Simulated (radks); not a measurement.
Ionisation of the potassium ion K+, [Ar], to [Ne] 3s2 3p5 as the strength of local exchange is varied. Calculated with a radial shooting solver on a logarithmic mesh with Libxc functionals: scalar-relativistic Kohn-Sham, Slater X-alpha exchange (alpha = 2/3 is LDA exchange), no correlation, spin-unpolarised, spherical densities, finite nucleus; Fermi nuclear charge, rms radius 3.4349 fm.

| alpha | E(K+) (hartree) | exchange (hartree) | IE (eV) | -e of the level emptied (eV) | <r> of it (bohr) |
|---|---|---|---|---|---|
| 0.596 | -595.73310 | -26.84916 | 29.150 | 22.245 (3p) | 1.454 |
| 0.64 | -597.71870 | -28.91223 | 29.963 | 23.003 (3p) | 1.442 |
| 0.667 | -598.93989 | -30.18369 | 30.467 | 23.474 (3p) | 1.435 |
| 0.709 | -600.84369 | -32.16981 | 31.259 | 24.214 (3p) | 1.425 |
| 0.734 | -601.97931 | -33.35681 | 31.735 | 24.660 (3p) | 1.418 |
| 0.965 | -612.55727 | -44.49352 | 36.294 | 28.952 (3p) | 1.364 |
| 1.018 | -615.00582 | -47.09161 | 37.380 | 29.980 (3p) | 1.352 |

NIST Atomic Spectra Database: 31.625 eV (measured). The Delta-SCF value meets it near alpha = 0.73. Spin polarisation and multiplet splitting are left out, so open shells lie too high by an amount that depends on their filling.

Beside tabulated values, note that spin-unpolarised runs miss the spin-polarisation part of the exchange energy of open shells.
